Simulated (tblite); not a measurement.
Compound: C9H14Si.
SMILES with atom numbers: `[CH:1]1=[C:2]([CH:3]2[CH2:4][CH2:5]2)[C@H:6]2[CH2:7][C@H:8]([CH2:9]2)[SiH2:10]1` (hydrogens: H11 on C1; H12 on C3; H13, H14 on C4; H15, H16 on C5; H17 on C6; H18, H19 on C7; H20 on C8; H21, H22 on C9; H23, H24 on Si10)

Cartesian coordinates in Å at the GFN2-xTB level; atoms count from 1:
```xyz
24
C9H14Si angstrom
C     -0.1152   -0.9875   -0.6527
C     -0.4093    0.1449   -0.0008
C     -1.7358    0.7970   -0.0462
C     -2.5779    0.7619   -1.2975
C     -3.0006   -0.0239   -0.1045
C      0.6414    0.8204    0.8372
C      1.3572   -0.1734    1.7706
C      2.3581   -0.4180    0.6322
C      1.9757    0.9635    0.0815
Si     1.6022   -1.7201   -0.5214
H     -0.8749   -1.4702   -1.2516
H     -1.7969    1.7115    0.5329
H     -3.1342    1.6498   -1.5578
H     -2.1830    0.2293   -2.1492
H     -3.8515    0.3153    0.4670
H     -2.8962   -1.0978   -0.1357
H      0.2499    1.7259    1.3055
H      1.8067    0.3290    2.6274
H      0.7667   -1.0201    2.1190
H      3.3996   -0.5618    0.9166
H      1.9089    1.0782   -1.0001
H      2.5886    1.7663    0.4923
H      2.3037   -1.7547   -1.8107
H      1.6050   -3.0457    0.1093
```

Calculated harmonic vibrations of the isolated species, GFN2-xTB (tblite), most abundant isotopes, no scaling. Errors from tens to a few hundred cm⁻¹ against measured bands are possible. Modes of hydrogen on silicon can be 10 to 20 % off. One conformer, not necessarily the lowest.

Harmonic wavenumbers (cm⁻¹): 50.7, 106.5, 184.9, 195.7, 281.5, 320.5, 324.7, 352.5, 361.0, 512.9, 515.6, 543.2, 630.9, 634.8, 692.5, 764.2, 779.0, 807.2, 808.8, 833.1, 861.4, 868.8, 870.1, 944.9, 946.2, 1003.7, 1008.1, 1029.3, 1033.1, 1048.0, 1066.3, 1067.2, 1067.4, 1097.3, 1110.4, 1130.2, 1144.4, 1157.8, 1166.6, 1227.9, 1230.6, 1238.0, 1248.8, 1263.7, 1285.3, 1337.4, 1388.3, 1436.8, 1482.9, 1485.1, 1495.8, 1636.3, 2214.6, 2224.8, 2949.5, 2968.7, 2970.9, 2979.7, 2986.2, 2990.3, 3033.6, 3051.6, 3084.7, 3085.4, 3092.0, 3108.7.

A = 2251, B = 821.0, C = 704.3 MHz; mass 150.086 u (most abundant isotopes); point group Cs, symmetry number 1.

**Question.** What is the zero-point energy?

**Answer.** ½Σν̃ = 43910 cm⁻¹ = 125.54 kcal/mol.

**Question.** What is S at 298.15 K and 1 bar for an ideal gas of classical rigid rotors and harmonic oscillators?

**Answer.** Translation 40.95, rotation 29.89, vibration 24.91: S = 95.8 cal/(mol K).

**Question.** And Cp and H(298.15 K) − H(0)?

**Answer.** Cp = 41.70 cal/(mol K), of which vibrations give 33.75 (their classical limit is 66 R = 131.2); H(298.15 K) − H(0) = 6.67 kcal/mol without the zero-point energy, 4.30 from vibrations.

**Question.** How do the functions run with temperature in this model?

**Answer.** 
| T (K) | S (cal/(mol K)) | Cp (cal/(mol K)) | H − H(0) (kcal/mol) | G − H(0) (kcal/mol) | ln q(vib) |
| --- | --- | --- | --- | --- | --- |
| 150 | 75.2 | 21.4 | 2.07 | -9.22 | 2.01 |
| 250 | 89.1 | 34.5 | 4.83 | -17.43 | 4.14 |
| 400 | 110.1 | 56.5 | 11.68 | -32.36 | 7.89 |
| 600 | 137.5 | 78.8 | 25.36 | -57.16 | 13.50 |
| 900 | 173.7 | 99.2 | 52.34 | -104.01 | 22.09 |

q(vib) and H(0) count from the zero-point level.

**Question.** What must be added to the electronic energy to get the Gibbs energy at 298.15 K and 1 bar?

**Answer.** ZPE + [H(298.15 K) − H(0)] − T·S = 125.54 + 6.67 − 28.55 = 103.66 kcal/mol.

**Question.** Which modes carry the vibrational entropy at 298.15 K?

**Answer.** 50.7 cm⁻¹: 4.79; 106.5 cm⁻¹: 3.33; 184.9 cm⁻¹: 2.28; 195.7 cm⁻¹: 2.17; 281.5 cm⁻¹: 1.52; 320.5 cm⁻¹: 1.31 cal/(mol K); the other 60 give 9.50 together.

Hindered rotation and anharmonicity are outside this model. Other conformers, if any are populated, would add a mixing term that is left out.

Time: 4.4 s wall. Hardware: Intel Xeon at 2.50 GHz, one thread, no GPU (shared host). This covers the Hessian and the dipole derivatives.
